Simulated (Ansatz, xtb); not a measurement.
**Ligand exchange: C2H8OSi + CH4O → C2H8O2Si + CH4**

Species: C2H8OSi `CC[SiH2]O`, singlet; CH4O (methanol) `CO`, singlet; C2H8O2Si `CC[SiH](O)O`, singlet; CH4 (methane) `C`, singlet. The partners trade H for OH: Si–H and C–OH bonds give way to Si–OH and C–H.

Shapes, held fixed at every level: PBE0-D4/def2-TZVP. Flexible molecules stand in one conformer, not always the lowest. Programs: Ansatz 0.2.0, xtb 6.7.1. The zero-point and thermal change to 298 K, harmonic and unscaled (PBE0-D4/def2-TZVP), is +1.8 kJ/mol.

(1) Estimate ΔH(298 K) of this reaction.

Answers

(1) The highest level, CCSD(T)/CBS estimate, gives ΔH(298 K) = -222.8 kJ/mol; the levels span -229.3 to -201.4. The column of differences is taken from that level and isn't an error. No measured value is set beside it here. The CBS estimate extrapolates MP2 from def2-TZVPP and def2-QZVPP and adds CCSD(T) − MP2 in the triple-zeta set, cores frozen.

```json
{"level": "GFN1-xTB", "kind": "semi-empirical", "ΔH(298 K) (kJ/mol)": "-213.0", "less CCSD(T)/CBS estimate": "+9.8"}
{"level": "HF/def2-TZVPP", "kind": "Hartree–Fock", "ΔH(298 K) (kJ/mol)": "-216.5", "less CCSD(T)/CBS estimate": "+6.3"}
{"level": "SPW92/def2-TZVPP", "kind": "LDA", "ΔH(298 K) (kJ/mol)": "-215.9", "less CCSD(T)/CBS estimate": "+6.9"}
{"level": "r2SCAN0-D4/def2-TZVPP", "kind": "global hybrid", "ΔH(298 K) (kJ/mol)": "-225.0", "less CCSD(T)/CBS estimate": "-2.2"}
{"level": "MP2/def2-SVP", "kind": "perturbation theory", "ΔH(298 K) (kJ/mol)": "-212.1", "less CCSD(T)/CBS estimate": "+10.7"}
{"level": "MP2/def2-TZVPP", "kind": "perturbation theory", "ΔH(298 K) (kJ/mol)": "-229.3", "less CCSD(T)/CBS estimate": "-6.5"}
{"level": "CCSD(T)/def2-SVP", "kind": "coupled cluster or CI", "ΔH(298 K) (kJ/mol)": "-201.4", "less CCSD(T)/CBS estimate": "+21.4"}
{"level": "CCSD/def2-SVP", "kind": "coupled cluster or CI", "ΔH(298 K) (kJ/mol)": "-201.6", "less CCSD(T)/CBS estimate": "+21.2"}
{"level": "CCSD(T)/CBS estimate", "kind": "coupled cluster or CI", "ΔH(298 K) (kJ/mol)": "-222.8", "less CCSD(T)/CBS estimate": "0.0"}
```
